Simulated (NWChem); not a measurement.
System: HSeOCl; SMILES O[Se]Cl

The following NWChem deck was run.

```
start job
memory heap 200 mb stack 900 mb global 1100 mb
geometry units angstroms noautoz
  Se     0.391654     0.479011    -0.003712
  Cl    -0.169034    -1.638217     0.005108
  O     -1.195248     1.278721     0.083455
  H     -1.546577     1.331687    -0.816913
end
basis spherical
  * library aug-cc-pvdz
end
dft
  xc hfexch
  iterations 150
end
tddft
  nroots 8
  notriplet
end
task tddft energy
```

Excerpt of the output:

```
             Northwest Computational Chemistry Package (NWChem) 7.3.0
             --------------------------------------------------------

 C1  symmetry detected

                             Geometry "geometry" -> ""
                             -------------------------

 Output coordinates in angstroms (scale by  1.889725989 to convert to a.u.)

  No.       Tag          Charge          X              Y              Z
 ---- ---------------- ---------- -------------- -------------- --------------
    1 Se                  34.0000     0.41258651     0.47058132     0.00407876
    2 Cl                  17.0000    -0.19200776    -1.63454437     0.00792700
    3 O                    8.0000    -1.15835069     1.30315706     0.07015521
    4 H                    1.0000    -1.49700384     1.36223293    -0.83467852

 Effective nuclear repulsion energy (a.u.)     258.7884596954

  xc_inp: hfexch multiplicative factor not found.

                                 NWChem DFT Module
                                 -----------------

 Summary of "ao basis" -> "ao basis" (spherical)
 ------------------------------------------------------------------------------
       Tag                 Description            Shells   Functions and Types
 ---------------- ------------------------------  ------  ---------------------
 Se                       aug-cc-pvdz               14       36   6s5p3d
 Cl                       aug-cc-pvdz               11       27   5s4p2d
 O                        aug-cc-pvdz                9       23   4s3p2d
 H                        aug-cc-pvdz                5        9   3s2p

            General Information
            -------------------
          SCF calculation type: DFT
          Wavefunction type:  closed shell.
          No. of atoms     :     4
          No. of electrons :    60
           Alpha electrons :    30
            Beta electrons :    30
          Charge           :     0
          Spin multiplicity:     1
          Use of symmetry is: off; symmetry adaption is: off
          Maximum number of iterations: 150
          AO basis - number of functions:    95
                     number of shells:    39
          Convergence on energy requested:  1.00D-06
          Convergence on density requested:  1.00D-05
          Convergence on gradient requested:  5.00D-04

              XC Information
              --------------
                     Hartree-Fock (Exact) Exchange  1.000

      Superposition of Atomic Density Guess
      -------------------------------------

 Sum of atomic energies:       -2934.52354189

      Non-variational initial energy
      ------------------------------

 Total energy =   -2934.941790
 1-e energy   =   -4597.535416
 2-e energy   =    1403.805167
 HOMO         =      -0.226482
 LUMO         =      -0.054130

   convergence    iter        energy       DeltaE   RMS-Dens  Diis-err
 ---------------- ----- ----------------- --------- --------- ---------
 d= 0,ls=0.0,diis     1  -2934.7057880727 -3.19D+03  5.26D-03  3.54D-01
 d= 0,ls=0.0,diis     2  -2934.7407106891 -3.49D-02  1.91D-03  1.10D-01
 d= 0,ls=0.0,diis     3  -2934.7525934945 -1.19D-02  5.31D-04  5.32D-03
 d= 0,ls=0.0,diis     4  -2934.7533388092 -7.45D-04  2.18D-04  4.48D-04
 d= 0,ls=0.0,diis     5  -2934.7534463074 -1.07D-04  8.34D-05  3.66D-05
  Resetting Diis
 d= 0,ls=0.0,diis     6  -2934.7534590386 -1.27D-05  3.91D-05  3.85D-06
 d= 0,ls=0.0,diis     7  -2934.7534611751 -2.14D-06  8.48D-06  4.94D-07
 d= 0,ls=0.0,diis     8  -2934.7534613585 -1.83D-07  5.41D-06  1.15D-07

         Total DFT energy =    -2934.753461358530
      One electron energy =    -4596.986963941385
           Coulomb energy =     1525.064920871581
    Exchange-Corr. energy =     -121.619877984139
 Nuclear repulsion energy =      258.788459695412

 Numeric. integr. density =        0.000000000000

                       DFT Final Molecular Orbital Analysis
                       ------------------------------------

 Vector   28  Occ=2.000000D+00  E=-4.852442D-01
              MO Center= -2.1D-01, -3.8D-01, -1.1D-03, r^2= 3.3D+00
   Bfn.  Coefficient  Atom+Function         Bfn.  Coefficient  Atom+Function
  ----- ------------  ---------------      ----- ------------  ---------------
    46      0.401812  2 Cl py                49      0.341922  2 Cl py
    69      0.277492  3 O  py                72      0.215375  3 O  py
     5     -0.204877  1 Se s                 68      0.202532  3 O  px
    13     -0.166826  1 Se px                71      0.166630  3 O  px
    45     -0.154483  2 Cl px                14     -0.148100  1 Se py

 Vector   29  Occ=2.000000D+00  E=-4.691159D-01
              MO Center= -1.5D-01, -1.1D+00,  1.2D-02, r^2= 2.5D+00
   Bfn.  Coefficient  Atom+Function         Bfn.  Coefficient  Atom+Function
  ----- ------------  ---------------      ----- ------------  ---------------
    45      0.543420  2 Cl px                48      0.441898  2 Cl px
     5     -0.243993  1 Se s                 68      0.168457  3 O  px
    71      0.157569  3 O  px                13     -0.140510  1 Se px
     6     -0.131934  1 Se s                  4     -0.112434  1 Se s
    14     -0.082415  1 Se py                72     -0.064809  3 O  py

 Vector   30  Occ=2.000000D+00  E=-3.617568D-01
              MO Center=  2.8D-01,  1.5D-01, -1.2D-02, r^2= 2.6D+00
   Bfn.  Coefficient  Atom+Function         Bfn.  Coefficient  Atom+Function
  ----- ------------  ---------------      ----- ------------  ---------------
    18      0.527854  1 Se pz                15      0.512158  1 Se pz
    47     -0.281573  2 Cl pz                50     -0.248621  2 Cl pz
    70     -0.136870  3 O  pz                87      0.101990  4 H  s
    73     -0.089744  3 O  pz                88      0.080630  4 H  s
    66     -0.069107  3 O  s                 67     -0.062287  3 O  s

 Vector   31  Occ=0.000000D+00  E= 3.118183D-02
              MO Center= -5.5D-01,  1.5D+00, -8.3D-01, r^2= 1.1D+01
   Bfn.  Coefficient  Atom+Function         Bfn.  Coefficient  Atom+Function
  ----- ------------  ---------------      ----- ------------  ---------------
    89     -1.512996  4 H  s                  6      1.453761  1 Se s
    41     -0.714211  2 Cl s                 19     -0.552931  1 Se px
    20     -0.523980  1 Se py                88     -0.415101  4 H  s
    67      0.360547  3 O  s                 52     -0.340196  2 Cl py
    17     -0.332860  1 Se py                74     -0.275596  3 O  px

[...]

                                NWChem TDDFT Module
                                -------------------

            General Information
            -------------------
           No. of orbitals :     190
            Alpha orbitals :      95
             Beta orbitals :      95
        Alpha frozen cores :       0
         Beta frozen cores :       0
     Alpha frozen virtuals :       0
      Beta frozen virtuals :       0
         Spin multiplicity :       1
    Number of AO functions :      95
        Use of symmetry is : off
      Symmetry adaption is : off
         Schwarz screening :  0.10D-07

              XC Information
              --------------
              Hartree-Fock (Exact) Exchange   1.00

             TDDFT Information
             -----------------
          Calculation type : TDHF
         Wavefunction type : Restricted singlets
          No. of electrons :      60
           Alpha electrons :      30
            Beta electrons :      30
              No. of roots :       8
          Max subspacesize :    5600
            Max iterations :     100
               Target root :       1
           Target symmetry : none
      Symmetry restriction : off
                 Algorithm : Optimal
        Davidson threshold :  0.10D-03

    8 smallest eigenvalue differences (eV)
--------------------------------------------------------
  No. Spin  Occ  Vir  Irrep   E(Occ)    E(Vir)   E(Diff)
--------------------------------------------------------
    1    1   30   31 a        -0.362     0.031    10.692
    2    1   30   32 a        -0.362     0.038    10.877
    3    1   30   33 a        -0.362     0.061    11.504
    4    1   30   34 a        -0.362     0.103    12.636
    5    1   30   35 a        -0.362     0.105    12.709
    6    1   30   36 a        -0.362     0.125    13.241
    7    1   29   31 a        -0.469     0.031    13.614
    8    1   29   32 a        -0.469     0.038    13.799
--------------------------------------------------------

  Entering Davidson iterations
  Restricted singlet excited states

  Iter   NTrls   NConv    DeltaV     DeltaE      Time
  ----  ------  ------  ---------  ---------  ---------
    1      8       0     0.14E+00   0.10+100      100.9
    2     24       0     0.72E-01   0.45E-01      100.4
    3     40       0     0.62E-01   0.28E-01      105.4
    4     56       0     0.77E-01   0.20E-01      105.0
    5     72       0     0.40E-01   0.96E-02      106.1
    6     88       1     0.18E-01   0.20E-02       95.0
    7    102       3     0.61E-02   0.26E-03       82.1
    8    112       3     0.18E-02   0.24E-04       86.4
    9    122       5     0.46E-03   0.17E-05       87.4
   10    128       7     0.10E-03   0.74E-07       75.1
   11    130       8     0.37E-04   0.29E-08       79.6
  ----  ------  ------  ---------  ---------  ---------
  Convergence criterion met

  Ground state a       -2934.753461358530 a.u.

  ----------------------------------------------------------------------------
  Root   1 singlet a              0.125834341 a.u.                3.4241 eV
  ----------------------------------------------------------------------------
     Transition Moments    X  0.00130   Y  0.01538   Z -0.08718
     Dipole Oscillator Strength                    0.0006576277
     Electric Quadrupole                           0.0000000026
     Magnetic Dipole                               0.0000004991
     Total Oscillator Strength                     0.0006581294

     Occ.   30  a   ---  Virt.   31  a   -0.62778 X
     Occ.   30  a   ---  Virt.   32  a   -0.58633 X
     Occ.   30  a   ---  Virt.   33  a    0.19395 X
     Occ.   30  a   ---  Virt.   34  a   -0.09786 X
     Occ.   30  a   ---  Virt.   35  a    0.42405 X
     Occ.   30  a   ---  Virt.   36  a    0.10365 X
     Occ.   30  a   ---  Virt.   38  a   -0.08014 X
  ----------------------------------------------------------------------------
  Root   2 singlet a              0.168660441 a.u.                4.5895 eV
  ----------------------------------------------------------------------------
     Transition Moments    X -0.06844   Y  0.03331   Z -0.08577
     Dipole Oscillator Strength                    0.0014784872
     Electric Quadrupole                           0.0000000163
     Magnetic Dipole                               0.0000015408
     Total Oscillator Strength                     0.0014800443

     Occ.   27  a   ---  Virt.   31  a   -0.07345 X
     Occ.   27  a   ---  Virt.   33  a    0.09893 X
     Occ.   27  a   ---  Virt.   37  a    0.06215 X
     Occ.   30  a   ---  Virt.   31  a   -0.18465 X
     Occ.   30  a   ---  Virt.   32  a    0.43462 X
     Occ.   30  a   ---  Virt.   33  a    0.66410 X
     Occ.   30  a   ---  Virt.   34  a    0.07232 X
     Occ.   30  a   ---  Virt.   35  a   -0.10502 X
     Occ.   30  a   ---  Virt.   36  a    0.28718 X
     Occ.   30  a   ---  Virt.   37  a    0.33605 X
     Occ.   30  a   ---  Virt.   38  a    0.06267 X
     Occ.   30  a   ---  Virt.   39  a   -0.05138 X
     Occ.   30  a   ---  Virt.   40  a    0.24145 X
     Occ.   30  a   ---  Virt.   41  a   -0.11888 X
     Occ.   30  a   ---  Virt.   42  a   -0.09477 X
  ----------------------------------------------------------------------------
  Root   3 singlet a              0.238075765 a.u.                6.4784 eV
  ----------------------------------------------------------------------------
     Transition Moments    X  0.18216   Y  0.16645   Z -0.00466
     Dipole Oscillator Strength                    0.0096674793
     Electric Quadrupole                           0.0000000012
     Magnetic Dipole                               0.0000000230
     Total Oscillator Strength                     0.0096675035

     Occ.   26  a   ---  Virt.   32  a   -0.05076 X
     Occ.   28  a   ---  Virt.   31  a    0.15434 X
     Occ.   28  a   ---  Virt.   32  a    0.24196 X
     Occ.   28  a   ---  Virt.   34  a    0.05190 X
     Occ.   28  a   ---  Virt.   35  a   -0.16042 X
     Occ.   28  a   ---  Virt.   37  a    0.05187 X
     Occ.   29  a   ---  Virt.   31  a   -0.53244 X
     Occ.   29  a   ---  Virt.   32  a   -0.60632 X
     Occ.   29  a   ---  Virt.   33  a    0.05242 X
     Occ.   29  a   ---  Virt.   34  a   -0.11564 X
     Occ.   29  a   ---  Virt.   35  a    0.41546 X
     Occ.   29  a   ---  Virt.   38  a   -0.07356 X
     Occ.   29  a   ---  Virt.   48  a    0.08524 X
  ----------------------------------------------------------------------------
  Root   4 singlet a              0.251659293 a.u.                6.8480 eV
  ----------------------------------------------------------------------------
     Transition Moments    X -0.10865   Y -0.08021   Z  0.41759
     Dipole Oscillator Strength                    0.0323158528
     Electric Quadrupole                           0.0000003200
     Magnetic Dipole                               0.0000010214
     Total Oscillator Strength                     0.0323171942

     Occ.   28  a   ---  Virt.   31  a    0.05071 X
     Occ.   30  a   ---  Virt.   31  a    0.60509 X
     Occ.   30  a   ---  Virt.   32  a   -0.45441 X
     Occ.   30  a   ---  Virt.   33  a    0.47592 X
     Occ.   30  a   ---  Virt.   36  a   -0.12736 X
     Occ.   30  a   ---  Virt.   38  a   -0.29831 X
     Occ.   30  a   ---  Virt.   39  a   -0.16701 X
     Occ.   30  a   ---  Virt.   40  a    0.08432 X
     Occ.   30  a   ---  Virt.   41  a   -0.19135 X
  ----------------------------------------------------------------------------
  Root   5 singlet a              0.262606548 a.u.                7.1459 eV
  ----------------------------------------------------------------------------
     Transition Moments    X -0.06756   Y -0.09482   Z -0.07997
     Dipole Oscillator Strength                    0.0034928778
     Electric Quadrupole                           0.0000000601
     Magnetic Dipole                               0.0000007016
     Total Oscillator Strength                     0.0034936396

     Occ.   27  a   ---  Virt.   31  a    0.53265 X
     Occ.   27  a   ---  Virt.   32  a    0.63392 X
     Occ.   27  a   ---  Virt.   34  a    0.11957 X
     Occ.   27  a   ---  Virt.   35  a   -0.43170 X
     Occ.   27  a   ---  Virt.   38  a    0.07931 X
     Occ.   27  a   ---  Virt.   48  a   -0.07418 X
     Occ.   27  a   ---  Virt.   52  a    0.06607 X
     Occ.   28  a   ---  Virt.   31  a    0.11460 X
     Occ.   28  a   ---  Virt.   32  a    0.16169 X
     Occ.   28  a   ---  Virt.   35  a   -0.09575 X
     Occ.   29  a   ---  Virt.   32  a    0.06934 X
     Occ.   30  a   ---  Virt.   32  a    0.06608 X
     Occ.   30  a   ---  Virt.   35  a    0.05474 X
     Occ.   30  a   ---  Virt.   36  a   -0.06085 X
  ----------------------------------------------------------------------------
  Root   6 singlet a              0.281023667 a.u.                7.6470 eV
  ----------------------------------------------------------------------------
     Transition Moments    X -0.44355   Y -0.32453   Z  0.01064
     Dipole Oscillator Strength                    0.0566105910
     Electric Quadrupole                           0.0000001119
     Magnetic Dipole                               0.0000011345
     Total Oscillator Strength                     0.0566118374

[...]
```

Level: Hartree-Fock/aug-cc-pVDZ, TDHF. All runs use the structure optimised with PBE0/def2-SVP.
